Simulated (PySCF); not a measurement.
These compounds are isomers of formula C$_{8}$H$_{9}$F$_{3}$.

A. SMILES C=C(/C=C\C)C(=C)C(F)(F)F
B. SMILES CC/C=C/C#CCC(F)(F)F
C. `C=CC(C=C)/C=C\C(F)(F)F`
D. `InChI=1S/C8H9F3/c1-3-6-4-5(2)7(6)8(9,10)11/h3,6-7H,1-2,4H2/t6-,7+/m1/s1`

Spectrum 1. ¹H NMR (400 MHz, computed): δ 6.28 (m, 1H), 5.93 (m, 2H), 5.79 (m, 1H), 5.59 (m, 2H), 5.38 (m, 2H), 4.05 (m, 1H). ¹³C{¹H} NMR (computed): δ 154.2 (CH), 145.6 (CH), 132.8 (C), 125.0 (CH), 123.0 (CH2), 59.1 (CH).

Spectrum 2. ¹H NMR (400 MHz, computed): δ 6.58 (m, 1H), 5.75 (d, 1H), 3.24 (m, 2H), 2.22 (m, 2H), 1.10 (t, 3H). ¹³C{¹H} NMR (computed): δ 158.6 (CH), 134.5 (C), 114.5 (CH), 91.5 (C), 86.6 (C), 33.2 (CH2), 30.2 (CH2), 16.8 (CH3).

Spectrum 3. ¹H NMR (400 MHz, computed): δ 6.42 (m, 1H), 5.76 (br s, 1H), 5.55 (br s, 1H), 5.49 (m, 1H), 5.45 (m, 1H), 3.52 (m, 1H), 3.07 (m, 1H), 3.06 (m, 1H), 2.73 (m, 1H). ¹³C{¹H} NMR (computed): δ 148.4 (C), 147.6 (CH), 135.3 (C), 125.2 (CH2), 121.2 (CH2), 52.6 (CH), 37.6 (CH2), 37.6 (CH).

Spectrum 4. ¹H NMR (400 MHz, computed): δ 6.55 (d, 1H), 6.34 (m, 1H), 6.04 (br s, 1H), 6.01 (m, 1H), 5.90 (m, 1H), 5.67 (br s, 1H), 1.64 (d, 3H). ¹³C{¹H} NMR (computed): δ 147.8 (C), 146.4 (C), 140.1 (CH), 136.9 (CH), 133.1 (C), 130.4 (CH2), 126.9 (CH2), 21.9 (CH3).

- NMR shieldings at PBE0/pcSseg-1/GIAO
- GFN2-xTB structure
- program: PySCF 2.14.0 with density-fitted response routines
- one computed conformer, no relativistic terms, in vacuum, one averaged value for each set of equivalent atoms

References, each an isolated molecule treated in the same way: ¹H (σ = 31.72 ppm) and ¹³C (σ = 186.93 ppm) against TMS. Splittings of carbon signals by F and P are missing where no couplings were computed. Where no couplings were computed, multiplicities follow the n + 1 count of equivalent neighbours, and m marks all less simple cases (inequivalent or close neighbours, rings, F or P nearby). Shifts are as computed. Against solution values, carbons near 30 ppm lie about +3 ppm off and those near 130 ppm about +5 ppm. Of 1211 compounds with measured shifts, 218 miss one by over three times the rms of a fit or turn the order of signals round; such compounds aren't used in these exercises.

Q: Which spectrum belongs to which compound?

A: 1–C, 2–B, 3–D, 4–A.

- Spectrum 1 (C): 6 ¹³C signals; δC 154.2 is an alkene CH; δC 145.6 is an alkene CH.
- Spectrum 2 (B): 8 ¹³C signals; δC 158.6 is an alkene CH; δC 134.5 is a CF3 carbon.
- Spectrum 3 (D): 8 ¹³C signals; δC 148.4 is a fully substituted alkene carbon; δC 147.6 is an alkene CH.
- Spectrum 4 (A): 8 ¹³C signals; δC 147.8 is a fully substituted alkene carbon; δC 146.4 is a fully substituted alkene carbon.
